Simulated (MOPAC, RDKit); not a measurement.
Noncovalent pair: H2O (SMILES O) (first 3 atoms) with CH4S (SMILES CS); geometry from B3LYP-D3(BJ)/def2-TZVP, rigid monomers moved along the line of their centres of mass till O1···H9 is 2.52 Å.
(charge 0, multiplicity 1):
```xyz
9

O     -0.0310     0.4826     0.0375
H     -0.7544     0.0981    -0.4692
H      0.7752     0.2062    -0.4116
C     -0.3098     0.7798     4.5259
S     -0.1501    -0.8262     3.6774
H     -1.2171     1.2970     4.2208
H     -0.3685     0.5647     5.5915
H      0.5581     1.4097     4.3414
H     -0.0973    -0.3392     2.4232
```

Monomers are frozen at their geometry in the pair; levels with a basis set take the counterpoise correction. RDKit's UFF carries no charges.

The state that PM3 reach isn't checked.

Run with MOPAC for PM3 (differences of heats of formation); RDKit for the force fields. 

One of these levels gives 0.0 kJ/mol for the interaction energy. Which?
A) MMFF94
B) PM3
C) UFF

C, UFF. The others give -8.4 (MMFF94), -4.2 (PM3)
